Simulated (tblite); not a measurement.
Compound: C5H5F3O2 (charge +1 and doublet state).
Cartesian coordinates in Å at the GFN2-xTB level; atoms count from 1:
```xyz
15
C5H5F3O2 angstrom
O     -1.128   -2.158    0.395
C     -0.976   -1.053    0.037
C      0.311   -0.511   -0.660
C      1.513   -0.364    0.279
C      1.403    1.110   -0.092
O      0.329    0.837   -0.965
C     -2.046    0.108    0.252
F     -3.090   -0.364    0.886
F     -2.400    0.611   -0.914
F     -1.472    1.062    0.983
H      0.402   -1.154   -1.553
H      2.411   -0.879   -0.067
H      1.367   -0.616    1.330
H      2.249    1.558   -0.633
H      1.124    1.822    0.700
```

Level: GFN2-xTB in tblite, geometry and Hessian alike; calculated harmonic values, unscaled, isolated species. Errors from tens to a few hundred cm⁻¹ against measured bands are possible. One conformer, not necessarily the lowest. Open shells enter through the occupations alone, without spin polarisation, and single modes of such species can be off by tens of per cent.

Harmonic wavenumbers (cm⁻¹): 32.3, 51.1, 130.2, 155.9, 199.1, 237.1, 275.2, 347.6, 434.6, 452.2, 526.6, 545.7, 667.8, 684.1, 728.0, 798.0, 874.5, 955.6, 982.5, 995.4, 1003.6, 1005.0, 1017.8, 1045.4, 1110.2, 1117.4, 1153.3, 1169.3, 1176.4, 1196.2, 1225.4, 1352.0, 1378.2, 1889.5, 2833.2, 2852.7, 2890.9, 2974.8, 3005.3.

A = 2254, B = 1140, C = 948.2 MHz; mass 154.024 u (most abundant isotopes); point group C1, symmetry number 1; spin multiplicity 2.

Q: Zero-point energy?

A: Half the sum of the wavenumbers: 20735 cm⁻¹ = 59.28 kcal/mol.

Q: Give the ideal-gas entropy at 273.15 K and 1 bar in the rigid-rotor, harmonic-oscillator model (classical rotation).

A: Translation 40.60, rotation 29.01, vibration 25.49, spin (R ln 2) 1.38: S = 96.5 cal/(mol K).

Q: And Cp and H(273.15 K) − H(0)?

A: Cp = 33.62 cal/(mol K), of which vibrations give 25.67 (their classical limit is 39 R = 77.5); H(273.15 K) − H(0) = 5.73 kcal/mol without the zero-point energy, 3.56 from vibrations.

Q: What must be added to the electronic energy to get the Gibbs energy at 273.15 K and 1 bar?

A: ZPE + [H(273.15 K) − H(0)] − T·S = 59.28 + 5.73 − 26.35 = 38.66 kcal/mol.

Q: Which modes carry the vibrational entropy at 273.15 K?

A: 32.3 cm⁻¹: 5.51; 51.1 cm⁻¹: 4.60; 130.2 cm⁻¹: 2.78; 155.9 cm⁻¹: 2.43; 199.1 cm⁻¹: 1.98; 237.1 cm⁻¹: 1.67 cal/(mol K); the other 33 give 6.52 together.

Q: Blend soft modes into free rotors: weight 1/[1 + (100 cm⁻¹/ν̃)⁴] for the oscillator and the rest for a rotor with moment μB/(μ + B), μ = h/(8π²ν), B = 10⁻⁴⁴ kg m². What vibrational entropy results?

A: 22.74 cal/(mol K) in place of 25.49, which changes −T·S at 273.15 K by +0.75 kcal/mol.

Q: How do the functions run with temperature in this model?

A: 
```tsv
T (K)	S (cal/(mol K))	Cp (cal/(mol K))	H − H(0) (kcal/mol)	G − H(0) (kcal/mol)	ln q(vib)
100	72.0	17.9	1.29	-5.91	2.04
200	87.1	26.7	3.52	-13.90	4.51
300	99.7	36.2	6.66	-23.26	6.92
500	122.1	51.8	15.57	-45.50	11.66
800	149.7	64.9	33.30	-86.45	18.36
1000	164.7	69.9	46.82	-117.93	22.43
```

q(vib) and H(0) count from the zero-point level.

Hindered rotation and anharmonicity are outside this model. Other conformers, if any are populated, would add a mixing term that is left out. The structure is chiral; the term R ln 2 for an equal mix with its mirror image is left out.

Hardware: Arm Neoverse V2, one thread (shared host). Cost: 0.39 s wall. The figure is for the frequency step alone.
